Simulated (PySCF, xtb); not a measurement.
SiCl2FI, SMILES Cl[Si](Cl)(F)I.

Harmonic wavenumbers (cm⁻¹) from GFN2-xTB in xtb at its own minimum, in rising order: 104, 115, 167, 185, 201, 363, 534, 581, 838.

Question: What does PySCF 2.14.0 with PBE-D3(BJ)/def2-SVP give at its own minimum? (An estimate is asked for; the answer gives what the named calculation found.)

Answer: 115, 129, 193, 200, 247, 354, 547, 618, 899. Paired by order, the mean absolute difference is 26 cm⁻¹ and the zero-point energies are 4.4 and 4.7 kcal/mol.
